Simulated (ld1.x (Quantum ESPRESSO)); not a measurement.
## u(r) = r·R(r): atom against pseudo-atom (gallium (Ga))

Columns: radius, all-electron u(r) and pseudo u(r) of the 4s shell (level -16.33 eV) of gallium in the configuration [Ar] 3d10 4s2 4p0; PBE, scalar-relativistic, TM scheme, ld1.x (Quantum ESPRESSO) 7.5.

| r (bohr) | all-electron | pseudo |
| --- | --- | --- |
| 0.120 | -0.1832 | -0.0249 |
| 0.240 | -0.0499 | -0.0514 |
| 0.360 | 0.2301 | -0.0814 |
| 0.480 | 0.3337 | -0.1168 |
| 0.600 | 0.2722 | -0.1597 |
| 0.720 | 0.1236 | -0.2118 |
| 0.840 | -0.0524 | -0.2743 |
| 0.960 | -0.2225 | -0.3469 |
| 1.080 | -0.3711 | -0.4270 |
| 1.200 | -0.4926 | -0.5093 |
| 1.320 | -0.5867 | -0.5866 |
| 1.440 | -0.6553 | -0.6518 |
| 1.560 | -0.7017 | -0.6996 |
| 1.680 | -0.7293 | -0.7287 |
| 1.800 | -0.7412 | -0.7411 |
| 1.920 | -0.7402 | -0.7402 |
| 2.040 | -0.7291 | -0.7291 |
| 2.160 | -0.7099 | -0.7099 |
| 2.280 | -0.6846 | -0.6846 |
| 2.400 | -0.6550 | -0.6550 |
| 2.520 | -0.6222 | -0.6222 |
| 2.640 | -0.5876 | -0.5876 |
| 2.760 | -0.5521 | -0.5521 |
| 2.880 | -0.5163 | -0.5163 |
| 3.000 | -0.4810 | -0.4810 |
| 3.120 | -0.4465 | -0.4465 |

Task: How many radial nodes do the two functions have?

Result: The all-electron 4s function has n − l − 1 = 3 (the table is too coarse to show those close to the nucleus); the pseudo-wave has 0, since the states of the same l below it are removed with the core.

Task: At about which radius was the pseudo-wave matched?

Result: 1.95 bohr. The columns agree to 0.0005 from 1.80 bohr on; several derivatives are matched, so the curves merge somewhat inside the radius.

Task: Is the pseudo-wave norm-conserving?

Result: Yes: the TM scheme keeps the norm inside the radius equal to the all-electron one, which fixes the energy derivative of the logarithmic derivative at the level.
